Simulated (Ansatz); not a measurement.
The lowest singlet and triplet of P2 (SMILES P#P); geometries from B3LYP-D3(BJ)/def2-TZVP, each state relaxed from the structure named, with no frequency check.
Singlet at the triplet's geometry (charge 0, multiplicity 1):
| atom | x (Å) | y (Å) | z (Å) |
|---|---|---|---|
| P | 0.0000 | 0.0000 | -1.0351 |
| P | 0.0000 | 0.0000 | 1.0351 |

A positive gap puts the triplet lower; no zero-point energy. R- takes a restricted singlet. U- takes an unrestricted singlet (broken symmetry where lower, unprojected). The triplet is unrestricted in single-reference levels. Active spaces average the two states.

Cores are frozen in the correlated methods.

Run with Ansatz (Gaussian basis) for Hartree–Fock, density functionals and correlated methods. 

| level | gap E(singlet) − E(triplet), vertical, at the triplet's geometry (kJ/mol) |
|---|---|
| R-SVWN5/def2-TZVPP | ? |
| R-r2SCAN/def2-TZVPP | -178.5 |
| R-PBE0/def2-TZVPP | -171.9 |
| U-BHLYP/def2-TZVPP (spin-contaminated) | ? |
| U-wB97X-V/def2-TZVPP | -171.9 |
| U-B2PLYP/def2-TZVPP (spin-contaminated) | -177.6 |
| SC-NEVPT2 on SA-CASSCF(10,8)/cc-pV(T+d)Z | -187.5 |
| FIC-NEVPT4(SD) on SA-CASSCF(10,8)/cc-pV(Q+d)Z | -185.5 |
| FIC-MRCISD+Q on SA-CASSCF(10,8)/cc-pV(Q+d)Z | -187.6 |

What belongs in the gaps?


- R-SVWN5/def2-TZVPP, gap E(singlet) − E(triplet), vertical, at the triplet's geometry (kJ/mol): -223.1
- U-BHLYP/def2-TZVPP (spin-contaminated), gap E(singlet) − E(triplet), vertical, at the triplet's geometry (kJ/mol): -156.8

Ansatz is a first-principles code.
